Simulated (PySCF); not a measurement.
## Ge–H bond dissociation enthalpy (kJ/mol), weakest such bond computed

These are calculated values, M06-2X/def2-TZVP in PySCF (grid level 3) at geometries from PBE0-D3(BJ)/def2-SVP. Enthalpies at 298.15 K use unscaled PBE0-D3(BJ)/def2-SVP harmonic frequencies.

| molecule | value | site or products |
| --- | --- | --- |
| digermathiane, `[GeH3][S][GeH3]` (Ge2H6S) | 326 | `[GeH2][S][GeH3]` + H• |
| chlorogermane, `[Cl][GeH3]` (ClGeH3) | 333 | `[Cl][GeH2]` + H• |
| `[GeH3][O][GeH3]` (Ge2H6O) | 336 | `[GeH2][O][GeH3]` + H• |
| germane, `[GeH4]` (GeH4) | 337 | GeH3• + H• |
| methyl germane, `[CH3][GeH3]` (CH6Ge) | 339 | `[CH3][GeH2]` + H• |
| trifluoromethylgermane, `F[C](F)(F)[GeH3]` (CH3F3Ge) | 340 | `F[C](F)(F)[GeH2]` + H• |
| `[CH3][GeH2][CH3]` (C2H8Ge) | 342 | `[CH3][GeH][CH3]` + H• |
| fluorogermane, `[F][GeH3]` (FGeH3) | 343 | `[F][GeH2]` + H• |
| difluorogermane, `[F][GeH2][F]` (F2GeH2) | 345 | `[F][GeH][F]` + H• |

Gas phase, one low conformer a species, no spin-orbit coupling; the best conformer of a species may have been missed, which can turn small differences round.
